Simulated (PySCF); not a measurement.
Species: CH2BCl2, net charge -1, singlet state. It need not be the lowest isomer of its formula. Whether it binds its extra electron was not tested at this geometry. SMILES: [CH2-]B(Cl)Cl
Geometry from a B3LYP-D3(BJ)/def2-TZVP (Ansatz) optimisation:
```xyz
6

B     -0.4739    -0.0962     0.0413
Cl     0.2120     1.5235    -0.5434
Cl     0.8726    -1.3032     0.4488
C     -1.8664    -0.3790     0.1627
H     -2.2387    -1.3389     0.5086
H     -2.6332     0.3495    -0.0840
```
Charge -1, spin multiplicity 1.

Dispersion corrections to the total energy (kcal/mol) from the dftd3 and dftd4 libraries through PySCF: D3(BJ) without and D4 with the three-body term, each with the damping fitted for the functional named.

```csv
functional,D3(BJ),D4
PBE,-3.17,…
HSE06,-2.26,-2.95
B3LYP,…,-6.14
LC-wPBE,-3.19,-4.21
CAM-B3LYP,-2.69,-3.22
B2PLYP,-2.84,-2.62
PBE0,-2.83,…
```

Problem. What belongs in the gaps?

Solution. 
- PBE, D4: -3.75
- B3LYP, D3(BJ): -5.86
- PBE0, D4: -3.16
